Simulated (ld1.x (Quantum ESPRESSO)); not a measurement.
**What one change does to a pseudopotential (Te, TM)**

```json
{"Element": "Te", "Generator": "ld1.x (Quantum ESPRESSO) 7.5", "Type": "norm-conserving Troullier–Martins (Kleinman–Bylander form)", "Functional": "PBE", "Relativity": "scalar-relativistic", "Frozen core": "[Kr]", "Valence charge": "16", "Reference configuration": "4d10 5s2 5p4", "Partial waves": "5s (bound): rc 1.60 bohr; 5p (bound): rc 1.60 bohr; 4d (bound): rc 1.30 bohr; 4f channel at 0.25 Ry: rc 1.35 bohr", "Local potential": "the f channel", "Core correction": "a·sin(br)/r model core inside 0.85 bohr"}
```

Change: all radii but the core radius scaled by about 1.08 (s 1.72, p 1.72, d 1.40, f 1.46 bohr).

Cutoffs: the cutoffs (Ry, on a coarse ladder) from which the occupation-weighted sum of valence levels, in a spherical-Bessel basis at the reference potential, stays within 10 and 1 mRy of its value at 400 Ry; they do not see the model core or the augmentation charge, which bear on the density cutoff. Errors are all-electron minus pseudo energies relative to the spin-unpolarised reference configuration.

Problem. What does the change do?

Solution. The potential gets softer (110 Ry and 180 Ry → 100 Ry and 160 Ry); both files keep a bound ghost (p, s); the number of tests that count goes from 6 to 7; of the 6 tests that both files solve, the error grows in 0 and shrinks in 4 by more than 15 % and 0.3 meV (median size 3.5 → 3.0 meV). A larger radius leaves more room for a smooth pseudo-wave, so fewer plane waves are needed. That the errors move this way runs against the usual rule that smaller radii transfer better.

```csv
quantity,base,changed
"cutoff, loose",110 Ry,100 Ry
"cutoff, tight",180 Ry,160 Ry
loose cutoff by channel (10 mRy a level),"s 25 Ry, p 40 Ry, d 90 Ry","s 21 Ry, p 30 Ry, d 90 Ry"
bound ghosts,"s, p","s, p"
"tests counted (converged, no solver errors)",6 of 7,7 of 7
"error for 4d10 5s2 5p3, meV [ΔE 9.73 eV]",+0.9,+0.2
"error for 4d10 5s2 5p2, meV [ΔE 27.65 eV]",+10,+5.7
"error for 4d10 5s2 5p1, meV [ΔE 54.55 eV]",+32,+17
"error for 4d10 5s1 5p5, meV [ΔE 9.25 eV]",-0.8,-1.0
"error for 4d10 5s1 5p4, meV [ΔE 19.57 eV]",+4.2,+3.2
"error for 4d10 5s0 5p6, meV [ΔE 18.70 eV]",-2.7,-2.8
```

Base: Tests not counted: 4d9 5s2 5p4 (solver errors, printed error -2551 eV). A true bound ghost makes a file unfit for plane-wave use even where its test errors are small: the radial tests pick states by their node count and pass the ghost by. Where a test does run into it, the solver fails or the error is huge.
